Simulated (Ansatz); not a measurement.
Geometry optimisation, RKS PBE0-D4/def2-SVP (Ansatz).

Input:

```yaml
crystal:
  periodic: [false, false, false]
  atoms:
    - { symbol: O, position_ang: [-2.5348, 0.7124, 0.9448] }
    - { symbol: In, position_ang: [-0.7658, 0.905, 1.5905] }
    - { symbol: Cl, position_ang: [-0.5393, 1.9853, 0.9995] }
    - { symbol: Si, position_ang: [0.0737, -0.2628, -0.2629] }
    - { symbol: Al, position_ang: [2.2481, -0.4785, -0.9736] }
    - { symbol: H, position_ang: [-3.2518, 0.0623, 0.7623] }
    - { symbol: H, position_ang: [-0.2969, -1.3661, 0.6716] }
    - { symbol: H, position_ang: [1.69719, 0.82732, -1.57604] }
    - { symbol: H, position_ang: [2.5821, -0.7461, -2.4484] }
    - { symbol: H, position_ang: [3.414, -0.533, 0.1573] }
basis:
  gaussian: { orbitals: def2-SVP }
hamiltonian:
  xc: pbe0
  dispersion: d4
relax:
  f_tol: 0.02
  max_steps: 50
```

Command:

```bash
$ ansatz run input.yaml --threads 2 --pin off --max-ram 3072MiB --backend cpu --events-out ev --progress --plain --runs-dir out
```

Where does it end, and by what steps?

It did not converge within its limit. After 49 steps the energy has fallen by 63.786 eV; H10 moved furthest, 2.37 Å. The start is strongly strained (largest force component 196 eV/Å), so its close contacts needn't be bonds. Parted: Cl3–Si4, Al5–H10. Joined: Cl3–Al5, Si4–H10.

```tsv
step	energy less start (eV)	largest force component (eV/Å)	accepted
0	0.0000	195.528	yes
2	-52.9159	20.192	yes
4	-58.5053	2.508	yes
6	-60.0955	0.807	yes
8	-60.9723	0.759	yes
10	-61.7671	1.025	yes
12	-62.4461	0.504	yes
14	-62.6223	1.667	yes
16	-62.8358	0.793	yes
18	-62.9510	0.196	yes
20	-62.9703	0.066	yes
22	-62.9752	0.103	yes
24	-62.9824	0.145	yes
26	-62.9884	0.161	yes
28	-62.9983	0.213	yes
30	-63.0068	0.184	yes
32	-63.0150	0.176	yes
34	-63.0307	0.235	yes
36	-63.0564	0.185	yes
38	-63.1162	0.162	yes
40	-63.2757	0.271	yes
42	-63.6378	0.364	yes
44	-63.7445	0.507	yes
46	-63.7771	0.267	yes
48	-63.7856	0.042	yes
49	-63.7853	0.056	no
```

```xyz
10
Properties=species:S:1:pos:R:3
O -2.819 0.942 1.038
In -1.011 0.182 0.753
Cl 0.111 2.150 -0.551
Si 1.191 -1.081 0.412
Al 1.718 0.638 -1.347
H -3.426 0.333 1.476
H 0.792 -2.512 0.203
H 3.138 1.327 -1.168
H 1.168 0.120 -2.749
H 1.764 -0.994 1.796
```

Time of the run: 3.6 min on 2 threads of Arm Neoverse V2, with other jobs on the host, peak memory 0.34 GiB.
